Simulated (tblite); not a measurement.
Species: C5H10NOP.
Cartesian coordinates in Å at the GFN2-xTB level; atoms count from 1:
```xyz
18
C5H10NOP angstrom
C     -2.0259    1.3268   -0.5651
C     -1.9193   -0.1862   -0.4695
P     -0.3727   -0.7805    0.3081
O     -0.2814   -2.2370    0.4363
C      1.0394   -0.0671   -0.6316
C      2.3219   -0.6112    0.0002
C      2.4510   -0.1052    1.3427
N      2.5381    0.3268    2.3975
H     -1.3130    1.7235   -1.2840
H     -1.8283    1.7824    0.4031
H     -3.0251    1.6168   -0.8831
H     -2.7257   -0.6009    0.1435
H     -1.9867   -0.6621   -1.4525
H     -0.3304   -0.0966    1.5223
H      1.0240    1.0223   -0.6148
H      0.9547   -0.4143   -1.6660
H      3.2078   -0.3275   -0.5758
H      2.2631   -1.7037    0.0503
```

Computed with GFN2-xTB (tblite): harmonic, unscaled wavenumbers at the GFN2-xTB geometry, gas phase. This tight-binding method is rough: wavenumbers can miss measured ones by several per cent, in bad cases by 10 to 20. Modes of hydrogen on phosphorus can be 10 to 20 % off. One conformer, not necessarily the lowest.

Harmonic wavenumbers (cm⁻¹): 34.7, 72.7, 74.8, 146.0, 171.5, 185.7, 224.8, 304.8, 347.7, 360.0, 388.2, 550.2, 649.7, 690.8, 749.4, 789.4, 878.4, 902.7, 931.5, 964.6, 992.9, 1009.2, 1059.0, 1084.5, 1085.8, 1137.9, 1201.4, 1237.2, 1252.7, 1283.9, 1300.0, 1409.2, 1412.3, 1422.5, 1436.6, 1494.0, 1500.1, 2294.3, 2411.6, 2933.5, 2941.4, 2947.6, 2947.7, 2958.0, 2993.8, 3029.6, 3033.8, 3042.1.

A = 2708, B = 1034, C = 927.2 MHz; mass 131.050 u (most abundant isotopes); point group C1, symmetry number 1.

What is the zero-point energy?

½Σν̃ = 31135 cm⁻¹ = 89.02 kcal/mol.

What is S at 298.15 K and 1 bar for an ideal gas of classical rigid rotors and harmonic oscillators?

Translation 40.55, rotation 29.21, vibration 30.60: S = 100.4 cal/(mol K).

And Cp and H(298.15 K) − H(0)?

Cp = 37.15 cal/(mol K), of which vibrations give 29.20 (their classical limit is 48 R = 95.4); H(298.15 K) − H(0) = 6.98 kcal/mol without the zero-point energy, 4.61 from vibrations.

What must be added to the electronic energy to get the Gibbs energy at 298.15 K and 1 bar?

ZPE + [H(298.15 K) − H(0)] − T·S = 89.02 + 6.98 − 29.92 = 66.08 kcal/mol.

How do the functions run with temperature in this model?

| T (K) | S (cal/(mol K)) | Cp (cal/(mol K)) | H − H(0) (kcal/mol) | G − H(0) (kcal/mol) | ln q(vib) |
| --- | --- | --- | --- | --- | --- |
| 100 | 71.1 | 19.6 | 1.37 | -5.74 | 2.14 |
| 200 | 87.4 | 28.3 | 3.78 | -13.71 | 4.98 |
| 300 | 100.6 | 37.3 | 7.05 | -23.12 | 7.66 |
| 500 | 123.8 | 54.1 | 16.27 | -45.61 | 12.73 |
| 800 | 153.1 | 70.6 | 35.17 | -87.28 | 19.85 |
| 1000 | 169.6 | 77.8 | 50.05 | -119.59 | 24.23 |

q(vib) and H(0) count from the zero-point level.

Hindered rotation and anharmonicity are outside this model. Other conformers, if any are populated, would add a mixing term that is left out. The structure is chiral; the term R ln 2 for an equal mix with its mirror image is left out.

Hardware: one thread of an Arm Neoverse V2, no GPU, shared host. This covers the Hessian and the dipole derivatives.
